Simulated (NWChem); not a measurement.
System: HSO3 cation; SMILES O=S(=O)=[OH+]

Input file for NWChem:

```
start job
memory heap 200 mb stack 900 mb global 1100 mb
charge 1
geometry units angstroms noautoz
  O     -1.453718     0.171167     0.000000
  S     -0.046962    -0.096839     0.000000
  O      0.702811    -1.310277     0.000000
  O      0.894695     1.146257     0.000000
  H      0.416627     2.018030     0.000000
end
basis spherical
  * library def2-tzvp
end
dft
  xc m06
  iterations 150
  mulliken
end
task dft energy
```

Output (shortened):

```
             Northwest Computational Chemistry Package (NWChem) 7.3.0
             --------------------------------------------------------

 CS  symmetry detected

                             Geometry "geometry" -> ""
                             -------------------------

 Output coordinates in angstroms (scale by  1.889725989 to convert to a.u.)

  No.       Tag          Charge          X              Y              Z
 ---- ---------------- ---------- -------------- -------------- --------------
    1 O                    8.0000    -0.62037111     1.34600753     0.00000000
    2 S                   16.0000    -0.12842939     0.00109749     0.00000000
    3 O                    8.0000    -0.78508729    -1.26515356     0.00000000
    4 O                    8.0000     1.42174180    -0.16912249     0.00000000
    5 H                    1.0000     1.92460302     0.68858829     0.00000000

 Effective nuclear repulsion energy (a.u.)     189.2740425484

      Symmetry information
      --------------------

 Group name             Cs
 Group number              2
 Group order               2
 No. of unique centers     5

                                 NWChem DFT Module
                                 -----------------

 Summary of "ao basis" -> "ao basis" (spherical)
 ------------------------------------------------------------------------------
       Tag                 Description            Shells   Functions and Types
 ---------------- ------------------------------  ------  ---------------------
 O                         def2-tzvp                11       31   5s3p2d1f
 S                         def2-tzvp                13       37   5s5p2d1f
 H                         def2-tzvp                 4        6   3s1p

      Symmetry analysis of basis
      --------------------------

        a'         93
        a"         43

            General Information
            -------------------
          SCF calculation type: DFT
          Wavefunction type:  closed shell.
          No. of atoms     :     5
          No. of electrons :    40
           Alpha electrons :    20
            Beta electrons :    20
          Charge           :     1
          Spin multiplicity:     1
          Use of symmetry is: on ; symmetry adaption is: on
          Maximum number of iterations: 150
          AO basis - number of functions:   136
                     number of shells:    50
          Convergence on energy requested:  1.00D-06
          Convergence on density requested:  1.00D-05
          Convergence on gradient requested:  5.00D-04

              XC Information
              --------------
                          M06 Method XC Functional
                     Hartree-Fock (Exact) Exchange  0.270
                           M06 Exchange Functional  1.000
                         M06 Correlation Potential  1.000

             Grid Information
             ----------------
          Grid used for XC integration:  medium
          Radial quadrature: Mura-Knowles
          Angular quadrature: Lebedev.
          Tag              B.-S. Rad. Rad. Pts. Rad. Cut. Ang. Pts.
          ---              ---------- --------- --------- ---------
          O                   0.60       49          10.0       434
          S                   1.00       88           8.0       590
          H                   0.35       45           9.0       434
          Grid pruning is: on
          Number of quadrature shells:   280
          Spatial weights used:  Erf1

      Superposition of Atomic Density Guess
      -------------------------------------

 Sum of atomic energies:        -622.33223228

 Renormalizing density from      41.00 to     40

      Non-variational initial energy
      ------------------------------

 Total energy =    -614.160791
 1-e energy   =   -1205.830894
 2-e energy   =     402.396060
 HOMO         =      -0.830464
 LUMO         =      -0.457114

      Symmetry analysis of molecular orbitals - initial
      -------------------------------------------------

  Numbering of irreducible representations:

     1 a'          2 a"

  Orbital symmetries:

     1 a'          2 a'          3 a'          4 a'          5 a'
     6 a'          7 a'          8 a"          9 a'         10 a'
    11 a'         12 a'         13 a'         14 a"         15 a'
    16 a'         17 a'         18 a"         19 a"         20 a'
    21 a"         22 a'         23 a'         24 a'         25 a'
    26 a'         27 a"         28 a'         29 a'         30 a"

     ---------------------------------------------
      Total Density - Mulliken Population Analysis
     ---------------------------------------------

    Atom       Charge   Shell Charges
 -----------   ------   -------------------------------------------------------
    1 O    8     8.50   0.80  1.18  0.65  0.98  0.27  1.96  2.02  0.60  0.00  0.03  0.00
    2 S   16    14.11   2.01  0.50  1.48  0.94  0.35  4.23  1.65  0.76  1.30  0.23  0.24  0.34  0.08
    3 O    8     8.50   0.80  1.18  0.65  0.98  0.27  1.97  2.02  0.60  0.00  0.03  0.00
    4 O    8     8.45   0.80  1.18  0.62  0.95  0.22  1.97  2.07  0.61  0.00  0.02  0.00
    5 H    1     0.45   0.16  0.21  0.03  0.03

   convergence    iter        energy       DeltaE   RMS-Dens  Diis-err
 ---------------- ----- ----------------- --------- --------- ---------
 d= 0,ls=0.0,diis     1   -623.9016705137 -8.13D+02  1.00D-02  2.78D+00
 d= 0,ls=0.0,diis     2   -623.6273183214  2.74D-01  8.02D-03  4.79D+00
 d= 0,ls=0.0,diis     3   -624.0150982857 -3.88D-01  2.25D-03  5.44D-01
 d= 0,ls=0.0,diis     4   -624.0518784712 -3.68D-02  8.31D-04  7.84D-02
 d= 0,ls=0.0,diis     5   -624.0571682364 -5.29D-03  3.67D-04  4.93D-03
  Resetting Diis
 d= 0,ls=0.0,diis     6   -624.0575191120 -3.51D-04  1.10D-04  1.31D-03
 d= 0,ls=0.0,diis     7   -624.0576401716 -1.21D-04  7.24D-05  3.96D-05
 d= 0,ls=0.0,diis     8   -624.0576271410  1.30D-05  3.64D-05  1.84D-04
 d= 0,ls=0.0,diis     9   -624.0576438874 -1.67D-05  6.84D-06  2.77D-06
 d= 0,ls=0.0,diis    10   -624.0576440397 -1.52D-07  3.08D-06  1.30D-06

         Total DFT energy =     -624.057644039692
      One electron energy =    -1223.779521463162
           Coulomb energy =      461.886182640654
    Exchange-Corr. energy =      -51.438347765586
 Nuclear repulsion energy =      189.274042548401

 Numeric. integr. density =       39.999997166299

                  Occupations of the irreducible representations
                  ----------------------------------------------

                     irrep           alpha         beta
                     --------     --------     --------
                     a'               16.0         16.0
                     a"                4.0          4.0

                       DFT Final Molecular Orbital Analysis
                       ------------------------------------

 Vector   18  Occ=2.000000D+00  E=-7.049272D-01  Symmetry=a"
              MO Center=  7.5D-01,  1.4D-02, -9.3D-14, r^2= 1.9D+00
   Bfn.  Coefficient  Atom+Function         Bfn.  Coefficient  Atom+Function
  ----- ------------  ---------------      ----- ------------  ---------------
   107      0.406155  4 O  pz               110      0.356695  4 O  pz
     8     -0.199393  1 O  pz               113      0.199814  4 O  pz
    11     -0.171682  1 O  pz                76     -0.147515  3 O  pz
    79     -0.125317  3 O  pz                60     -0.085994  2 S  d  1
    14     -0.082032  1 O  pz                48     -0.080852  2 S  pz

 Vector   19  Occ=2.000000D+00  E=-6.850931D-01  Symmetry=a"
              MO Center= -6.3D-01, -6.7D-02, -1.5D-14, r^2= 2.1D+00
   Bfn.  Coefficient  Atom+Function         Bfn.  Coefficient  Atom+Function
  ----- ------------  ---------------      ----- ------------  ---------------
    76     -0.344894  3 O  pz                 8      0.316319  1 O  pz
    79     -0.294146  3 O  pz                11      0.269924  1 O  pz
    82     -0.146364  3 O  pz                14      0.138851  1 O  pz
    58      0.120779  2 S  d -1              53      0.112798  2 S  d -1
   107      0.031937  4 O  pz               110      0.027726  4 O  pz

 Vector   20  Occ=2.000000D+00  E=-6.637990D-01  Symmetry=a'
              MO Center= -4.2D-01,  8.5D-02,  2.6D-15, r^2= 2.4D+00
   Bfn.  Coefficient  Atom+Function         Bfn.  Coefficient  Atom+Function
  ----- ------------  ---------------      ----- ------------  ---------------
     6      0.306874  1 O  px                 9      0.260317  1 O  px
    74     -0.244061  3 O  px                77     -0.208068  3 O  px
    75      0.204658  3 O  py                78      0.171956  3 O  py
     7      0.150542  1 O  py                12      0.146250  1 O  px
   106     -0.146962  4 O  py                10      0.129225  1 O  py

 Vector   21  Occ=0.000000D+00  E=-3.711000D-01  Symmetry=a"
              MO Center= -1.7D-01,  4.9D-03,  5.3D-13, r^2= 2.0D+00
   Bfn.  Coefficient  Atom+Function         Bfn.  Coefficient  Atom+Function
  ----- ------------  ---------------      ----- ------------  ---------------
    48      0.547519  2 S  pz                51      0.349747  2 S  pz
     8     -0.259812  1 O  pz                76     -0.259946  3 O  pz
    45      0.229689  2 S  pz                11     -0.226682  1 O  pz
    79     -0.225696  3 O  pz                14     -0.215655  1 O  pz
    82     -0.213351  3 O  pz               107     -0.185684  4 O  pz

[...]
```

Level: M06/def2-TZVP. Coordinates come from a B3LYP/6-31G* (spherical d) optimisation.
